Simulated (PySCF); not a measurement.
## Spectroscopy problems

Relativity neglected, isolated molecule, one computed conformer, one averaged value for each set of equivalent atoms. GFN2-xTB structure; GIAO PBE0/pcSseg-1 shieldings; PySCF 2.14.

Chemical shifts δ = σref − σ; TMS for ¹H (σref 31.72), ¹³C (σref 186.93), all at this level. Where no couplings were computed, multiplicities follow the n + 1 count of equivalent neighbours, and m marks all less simple cases (inequivalent or close neighbours, rings, F or P nearby). Shifts are as computed. Against solution values, carbons near 30 ppm lie about +3 ppm off and those near 130 ppm about +5 ppm. Of 1309 compounds with measured shifts, 239 miss one by over three times the rms of a fit or turn the order of signals round; such compounds aren't used in these exercises.

**Question.** C4H7ClO2Si. ¹H NMR (400 MHz, computed): δ 8.05 (s, 1H), 6.61 (m, 1H), 6.51 (m, 1H), 5.51 (d, 2H), 4.77 (d, 2H). ¹³C{¹H} NMR (computed): δ 166.3, 147.2, 145.3, 67.3. Identify the compound.

**Answer.** `O=COC/C=C\[SiH2]Cl`. Rings plus π bonds: 2 (no ring in the answer). 4 carbon signals for 4 carbons: no two carbons are equivalent. Carbon types of the structure: 3 × CH, 1 × CH2, leaving 2 H on heteroatoms. δC 166.3: ester carbonyl carbon; lone-pair donation from the attached heteroatom keeps it upfield of a ketone carbonyl. δC 147.2, 145.3: alkene CH; an sp2 carbon of a C=C bond. δC 67.3: allylic sp3 CH2 bonded to O; the inductive effect lowers its shielding. δH 4.77: hydrogen on an allylic sp3 CH2 bonded to O; its carbon carries O, hence the downfield position.

This is the structure that produced the data.

**Question.** C6H8O2Si2. ¹H NMR (300 MHz, computed): δ 7.68 (d, 1H), 5.49 (m, 1H), 5.38 (m, 1H), 5.34 (m, 1H), 2.47 (s, 3H), 2.08 (d, 1H). ¹³C{¹H} NMR (computed): δ 204.6 (C), 172.4 (C), 164.2 (CH), 103.7 (CH), 88.1 (C), 28.2 (CH3). What is it?

**Answer.** SMILES [SiH2]1C(C(C)=O)=C[Si@H](C#C)O1. The formula gives 5 degrees of unsaturation (1 ring in the answer). 6 carbon signals for 6 carbons: no two carbons are equivalent. Carbon types of the structure: 3 × C, 2 × CH, 1 × CH3, leaving 3 H on heteroatoms. δC 204.6: ketone carbonyl carbon; the double bond to the heteroatom, with no lone-pair donor beside it, deshields it most. δC 164.2: β carbon of a C=C–C=O unit; conjugation with the carbonyl draws π density from the β position. δC 103.7: terminal alkyne carbon; sp carbons lie upfield of alkene carbons because the cylindrical π system leaves one tensor component strongly shielded. δC 88.1: alkyne carbon; sp carbons lie upfield of alkene carbons because the cylindrical π system leaves one tensor component strongly shielded.

The shifts were computed for this structure.
